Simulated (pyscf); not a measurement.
Single points on ωB97X-D3(BJ)/def2-SVP structures (PySCF, gas phase).

### Question
How much does it cost (ΔH, 298 K, ωB97M-D3(BJ)/def2-TZVP) to split `[F][W]([F])(=[Se])([SeH])[SeH]` at its Se–W bond into [F–W(F)(=Se)–SeH]• + SeH•?

### Answer
Se–W to [F–W(F)(=Se)–SeH]• + SeH•: 44.6 kcal/mol. The 7 functionals that were run give +43.2 (M06-2X) to +56.6 kcal/mol (ωB97X-D3(BJ)). The radicals are drawn with the spin at the cut bond; how far it spreads was not checked. Other isomers of [F–W(F)(=Se)–SeH]• were not searched in full and may lie lower. Left out: the spin-orbit lowering of SeH, which is large for Br, Se, Te and I. Open-shell species with a d-block atom are single-reference here; other states, and whether the spin sits on metal or ligand, were not checked. Elements up to Kr have no core potential and no relativistic terms here. Elements past Kr carry the def2 core potentials, without spin-orbit coupling.
